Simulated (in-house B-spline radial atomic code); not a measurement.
Values are calculated unless marked as measured or tabulated.
# Correlation energy from the adiabatic connection: −Z exp(−kr)/r, Z = 5.35, k = 1.36

Two electrons in a singlet, external potential −Z exp(−kr)/r, Z = 5.35, k = 1.36 (atomic units). Full CI in B-splines (partial waves to l = 8, correlation up to 0.6 % small) with the density held fixed gives W(λ) = <V_ee>_λ − U, and E_c is the integral of W(λ) − W(0) from 0 to 1.

```tsv
λ	W(λ) − W(0) (hartree)
0	0.00000
0.02	-0.00190
0.05	-0.00473
0.12	-0.01129
0.25	-0.02329
0.4	-0.03684
0.6	-0.05443
0.8	-0.07151
1	-0.08808
```

(1) Integrate the table by the trapezoid rule.

(2) Now use only three numbers: W(0) = -2.944, the initial slope W'(0) = -0.09501 (extrapolated from the first points) and the strong-coupling limit of the point-charge-plus-continuum model, W∞ = -4.195. What do second-order theory and the interpolation W(λ) = W∞ + (W(0) − W∞)/√(1 + 2χλ) of Seidl, Perdew and Levy give?

Results:

(1) The strips give -0.00002, -0.00010, -0.00056, -0.00225, -0.00451, -0.00913, -0.01259, -0.01596, which sum to -0.04512 hartree. The direct value, W(1) − W(0) + T_c with T_c = 0.04293, is -0.04515; the curve is convex, so chords lie above it and the trapezoids fall short in size by 0.08 %.

(2) Second order keeps the slope alone: E_c = W'(0)/2 = -0.04750, +5 % in size against -0.04515. Matching the slope fixes χ = W'(0)/(W∞ − W(0)) = -0.09501/(-1.25100) = 0.07595. Integrating, with s = √(1 + 2χ) = 1.073263, E_c = −(W(0) − W∞)(s − 1)/(s + 1) = −1.25100 × 0.073263/2.073263 = -0.04421 hartree, -2.1 % in size against the full result. At λ = 1 the formula gives W − W(0) = -0.08540 against -0.08808. Part of the miss can come from the model's W∞.
